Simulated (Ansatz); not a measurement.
`[Cl][Ga]([Br])[Br]` + `FB(F)Br` → `[F][Ga]([Cl])[Br]` + `FB(Br)Br`  (redistribution)

Program: Ansatz. Geometries: PBE0-D4/def2-TZVP. ΔE: electronic, gas phase. CCSD(T)/CBS adds triple-zeta CCSD(T) − MP2 to the extrapolated MP2 energy (def2 sets, frozen cores). For Br, Ga outer-core shells are correlated without core-valence functions, which leaves a few kJ/mol of doubt a bond. Scalar relativity is left out up to krypton.

```csv
level,ΔE (kcal/mol)
CCSD(T)/def2-SVP,29.0
CCSD/def2-TZVPP,29.2
```

(1) What does CCSD(T)/CBS give? (Best estimate.)

Largest T1 diagnostic among the species: 0.011.

Results:

(1) Computed: +28.3 kcal/mol. The listed levels differ from it by 0.7, 0.9 kcal/mol.

Leaving LDA and LC-ωPBE aside and taking each functional with its dispersion term where it has one, the values, not all of them listed here, spread over 5.5 kcal/mol, from revPBE-D4 to BHLYP-D4. LDA lies +1.5 kcal/mol from PBE without D4. From PBE to PBE0 (25 % exact exchange), in def2-TZVPP and without D4, ΔE moves by +2.2 kcal/mol.
